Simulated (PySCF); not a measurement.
The numbers are results of M06-2X/def2-TZVP (PySCF), not measurements. All species are isolated molecules in the gas phase. One relaxed conformer stands for a flexible species; it need not be the lowest. Delta-SCF ions had no search for a lower state. Excitations are Tamm–Dancoff values on a coarser integration grid. The basis has no diffuse functions, so Rydberg states are missing or too high.

Reference species (SMILES): `C(=C)(B)CC` (neutral, multiplicity 1).

```json
{
  "HOMO": "-9.05 eV",
  "vertical ionisation energy (Delta-SCF)": "10.00 eV",
  "brightest of the four lowest singlets (TDA)": "5.95 eV",
  "S1–T1 gap (TDA)": "1.46 eV"
}
```

Changed species: `B/C=C\CC`.

### Question
Give the shifts of the HOMO, vertical ionisation energy (Delta-SCF), brightest of the four lowest singlets (TDA) and S1–T1 gap (TDA).

### Answer
the HOMO increases by 0.02 eV, to -9.03 eV; the vertical ionisation energy (Delta-SCF) hardly moves; the brightest of the four lowest singlets (TDA) falls by 0.06 eV, to 5.89 eV; the S1–T1 gap (TDA) rises by 0.05 eV, to 1.51 eV.
